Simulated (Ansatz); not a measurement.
Input for Ansatz (a quantum-chemistry and plane-wave program): R-r2SCAN/def2-TZVPPD on BH3 (SMILES B) with ghost functions. Files ending in .json are basis or fitting sets from the Basis Set Exchange.

Ansatz 0.2 input:
```yaml
crystal:
  periodic: [false, false, false]
  atoms:
    - {symbol: B, position_ang: [-0.32926278, 0.60267203, 0.75954861]}
    - {symbol: H, position_ang: [0.00165623, -0.22085688, -0.05593228]}
    - {symbol: H, position_ang: [-1.49506387, 0.90385229, 0.70558004]}
    - {symbol: H, position_ang: [0.43342644, 1.52902770, 0.89040317]}
basis:
  gaussian:
    orbitals: def2-TZVPPD.json
    ghost_atoms:
      - {symbol: C, position_ang: [1.56008720, -0.64847500, 2.64860351]}
      - {symbol: S, position_ang: [-0.21289618, -0.38274859, 2.44371035]}
      - {symbol: C, position_ang: [-0.48910883, 0.89144739, 3.69118652]}
      - {symbol: H, position_ang: [1.76332770, -1.06317209, 3.63431575]}
      - {symbol: H, position_ang: [1.86142579, -1.35698636, 1.88006721]}
      - {symbol: H, position_ang: [2.08590257, 0.29343365, 2.50133945]}
      - {symbol: H, position_ang: [-0.30063631, 0.48774552, 4.68436843]}
      - {symbol: H, position_ang: [-1.53101821, 1.19246495, 3.60600413]}
      - {symbol: H, position_ang: [0.15423142, 1.74505331, 3.48423038]}
hamiltonian:
  xc: {name: r2SCAN}
scf: {lower_state_search: off}
```

The log:

```
WARN ansatz: RAYON_NUM_THREADS=1 ignored (pool sized by the plan → 1); use --threads N
Functional definition: r2SCAN
these checks for a lower state are left out or cut short: stability, starts, cluster_reference, orbital_swaps, neighbouring_geometries, increment
integrals: 0.28 GiB planned
1281 factors; their error is unknown
mean field: 2.03 GiB planned
mean field evaluation 1: about -721.8512 eV, gradient 1.8e1 eV
mean field evaluation 2: about -722.5062 eV, gradient 1.2e1 eV
mean field evaluation 4: about -723.0001 eV, gradient 3.2e-1 eV
mean field evaluation 8: about -722.9906 eV, gradient 2.9e-2 eV
mean field evaluation 16: about -722.9906 eV, gradient 7.7e-7 eV
mean field -722.99056157 eV, -26.5694130770 hartree, gradient 7.7e-7 eV, S^2 0.000000; 0 other end points of the search recorded, 0 dependent functions left out
reference -722.99057397 eV, -26.5694135327 hartree; 4, 4 occupied and 311, 311 virtual orbitals, 1281 factors
Total energy: -722.99057397 eV, -26.5694135327 hartree
Checks for a lower state left out: stability, starts, cluster_reference, orbital_swaps, neighbouring_geometries, increment
```

The run converged.

Cost: about 6 core-seconds (a rough figure).
